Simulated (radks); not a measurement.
The numbers below are computed, except where a source is named.
Q: All-electron atom: the rhodium ion Rh20+ in [Ar] 3d7. Level of theory: Dirac Kohn-Sham, exchange-only PBE, spin-unpolarised, spherical densities, finite nucleus; open shells fill j = l - 1/2 first; Fermi nuclear charge, rms radius 4.4945 fm (a radial shooting solver on a logarithmic mesh with Libxc functionals). Some entries of the table are withheld. Estimate them.

| orbital | occ. | eigenvalue (eV) | <1/r> (bohr^-1) | <r> (bohr) |
|---|---|---|---|---|
| 1s1/2 | 2 | (1) | 47.05 | 0.03263 |
| 2s1/2 | 2 | -3985.711 | 10.82 | (2) |
| 2p1/2 | 2 | -3741.655 | 10.79 | (3) |
| 2p3/2 | 4 | -3596.294 | 10.20 | (4) |
| 3s1/2 | 2 | (5) | 3.912 | 0.3757 |
| 3p1/2 | 2 | -1085.719 | 3.830 | 0.3652 |
| 3p3/2 | 4 | -1057.971 | 3.688 | 0.3745 |
| 3d3/2 | 4 | -896.4392 | (6) | 0.3404 |
| 3d5/2 | 3 | -890.6499 | (7) | 0.3433 |
| 4s1/2 | 0 | -538.0711 | 1.837 | 0.7806 |
| 4p1/2 | 0 | -502.0023 | 1.783 | 0.7904 |
| 4p3/2 | 0 | -493.8399 | 1.740 | 0.8035 |

A: 
(1) 1s1/2 eigenvalue (eV): -23686.00
(2) 2s1/2 <r> (bohr): 0.1412
(3) 2p1/2 <r> (bohr): 0.1199
(4) 2p3/2 <r> (bohr): 0.1248
(5) 3s1/2 eigenvalue (eV): -1179.955
(6) 3d3/2 <1/r> (bohr^-1): 3.546
(7) 3d5/2 <1/r> (bohr^-1): 3.510
